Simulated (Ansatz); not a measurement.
C3H9N, charge -1, doublet, at the geometry of the source list (a state made from the parent by changing its charge; the spin is typed, not shown lowest) (a gas-phase anion, which may not be bound at this level); CCSD/3-21G (Ansatz, a quantum-chemistry and plane-wave program).

Ansatz was given this input:
Ansatz 0.2 input:
```yaml
crystal:
  periodic: [false, false, false]
  atoms:
    - {symbol: C, position_ang: [-0.61420000, 1.11590000, 0.56410000]}
    - {symbol: C, position_ang: [-0.09010000, 0.02020000, -0.36040000]}
    - {symbol: C, position_ang: [1.35060000, -0.34120000, -0.00900000]}
    - {symbol: N, position_ang: [-0.92020000, -1.16670000, -0.18850000]}
    - {symbol: H, position_ang: [0.00310000, 2.00670000, 0.48570000]}
    - {symbol: H, position_ang: [-0.60020000, 0.76100000, 1.59070000]}
    - {symbol: H, position_ang: [-1.63700000, 1.37810000, 0.30330000]}
    - {symbol: H, position_ang: [-0.11220000, 0.39990000, -1.40170000]}
    - {symbol: H, position_ang: [1.72360000, -1.11430000, -0.67700000]}
    - {symbol: H, position_ang: [1.39180000, -0.71630000, 1.00970000]}
    - {symbol: H, position_ang: [1.99300000, 0.53090000, -0.09460000]}
    - {symbol: H, position_ang: [-0.60270000, -1.91270000, -0.79820000]}
    - {symbol: H, position_ang: [-1.88540000, -0.96140000, -0.42410000]}
basis:
  gaussian:
    orbitals: 3-21G.json
total_charge: -1
magnetization: {spin_polarized: true, initial_magnetization: 1}
correlation: {method: ccsd, electrons: outside_noble_gas}
```
The basis file holds 3-21G in the JSON format of the Basis Set Exchange.

### Question
Write the output that Ansatz gives for this input, abridged.

### Answer

```
Functional definition: HF
697 factors; integrals over basis functions are off by at most 9.6e-4 eV
mean field evaluation 1: about -4680.3126 eV, gradient 1.6e1 eV
mean field evaluation 2: about -4680.9900 eV, gradient 1.6e1 eV
mean field evaluation 4: about -4682.5850 eV, gradient 1.9e0 eV
mean field evaluation 8: about -4682.6271 eV, gradient 3.9e-1 eV
mean field evaluation 16: about -4682.6408 eV, gradient 5.7e-4 eV
mean field evaluation 32: about -4682.4318 eV, gradient 2.0e0 eV
mean field evaluation 64: about -4681.0191 eV, gradient 9.5e-2 eV
mean field evaluation 96: about -4680.7214 eV, gradient 1.0e-1 eV
mean field evaluation 128: about -4680.6231 eV, gradient 4.5e-2 eV
mean field -4682.64077287 eV, -172.0838743951 hartree, gradient 2.7e-6 eV, S^2 0.754690; 4 other end points of the search recorded, 0 dependent functions left out
determinant -4682.64077287 eV, -172.0838743951 hartree, with singles and doubles -4694.91730495 eV, -172.5350286278 hartree
determinant -4681.02256112 eV, -172.0244062103 hartree, with singles and doubles -4693.19686856 eV, -172.4718037564 hartree
determinant -4680.71740532 eV, -172.0131919414 hartree, with singles and doubles -4692.88154621 eV, -172.4602158737 hartree
4 core orbitals not correlated
reference -4682.64077287 eV, -172.0838743951 hartree; 14, 13 occupied and 36, 37 virtual orbitals, 697 factors
second order -11.07227234 eV of doubles, -0.00000000 eV of singles
cycle   1  -12.27547786 eV  change    1.1e-3 eV  update   2.0e-3
cycle   2  -12.27459579 eV  change    8.8e-4 eV  update   1.5e-3
cycle   3  -12.27359848 eV  change    1.0e-3 eV  update   8.8e-4
cycle   4  -12.27400228 eV  change   -4.0e-4 eV  update   3.8e-4
cycle   5  -12.27469056 eV  change   -6.9e-4 eV  update   9.1e-5
cycle   6  -12.27483533 eV  change   -1.4e-4 eV  update   4.2e-5
cycle   7  -12.27477806 eV  change    5.7e-5 eV  update   2.2e-5
cycle   8  -12.27475520 eV  change    2.3e-5 eV  update   1.0e-5
Total energy: -4694.91552808 eV, -172.5349633287 hartree
```
